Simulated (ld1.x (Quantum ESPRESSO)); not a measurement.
**Cutoff test, Cr, PAW**

* Element: Cr (Z = 24)
* Generator: ld1.x (Quantum ESPRESSO) 7.5
* Type: PAW
* Functional: PBE
* Relativity: scalar-relativistic
* Frozen core: [Ne] 3s2
* Valence charge: 12
* Reference configuration: 3p6 3d5 4s1 4p0
* Partial waves: 4s (bound): rcut 2.50, rcutus 2.85 bohr; 4s channel at 0.05 Ry: rcut 2.50, rcutus 2.85 bohr; 3p (bound): rcut 1.35, rcutus 1.45 bohr; 4p (bound, empty): rcut 1.35, rcutus 1.45 bohr; 3d (bound): rcut 1.70, rcutus 2.25 bohr; 3d channel at 0.6 Ry: rcut 1.70, rcutus 2.25 bohr
* Local potential: all-electron potential smoothed inside 2.65 bohr (lloc = -1)
* Core correction: Bessel-smoothed model core inside 1.20 bohr
* Augmentation charge: BESSEL, radius 1.25 bohr

The pseudo-atom Hamiltonian at the reference potential is diagonalised in spherical Bessel functions j_l(qr) that vanish at 20 bohr, with q² up to the cutoff. All-electron valence levels (Ry): 4s -0.2945, 3p -3.3400, 4p -0.0727, 3d -0.2141.

Task: How do the lowest levels (Ry) of each channel move with the cutoff, and are there ghosts?

Result:

| cutoff (Ry) | s #1 | s #2 | p #1 | p #2 | d #1 | d #2 | f #1 | Σ f·Δε (mRy) |
| --- | --- | --- | --- | --- | --- | --- | --- | --- |
| 8 | -0.2945 | 0.0046 | -2.1976 | -0.0336 | -0.1388 | 0.0564 | 0.1052 | 7231.1 |
| 15 | -0.2945 | 0.0046 | -3.0756 | -0.0513 | -0.2087 | 0.0548 | 0.1052 | 1613.6 |
| 25 | -0.2945 | 0.0046 | -3.3050 | -0.0605 | -0.2139 | 0.0544 | 0.1052 | 211.0 |
| 45 | -0.2945 | 0.0046 | -3.3392 | -0.0713 | -0.2141 | 0.0543 | 0.1052 | 4.8 |
| 60 | -0.2945 | 0.0046 | -3.3397 | -0.0725 | -0.2141 | 0.0543 | 0.1052 | 2.0 |
| 90 | -0.2945 | 0.0046 | -3.3399 | -0.0726 | -0.2141 | 0.0543 | 0.1052 | 0.4 |
| 400 | -0.2945 | 0.0046 | -3.3400 | -0.0726 | -0.2141 | 0.0543 | 0.1052 | 0.0 |

Result: no extra level below or beside the all-electron valence levels (s, p, d, f tested); 10 mRy is reached at 40 Ry and 1 mRy at 70 Ry.

3 of 7 tests not solved or not reliable.
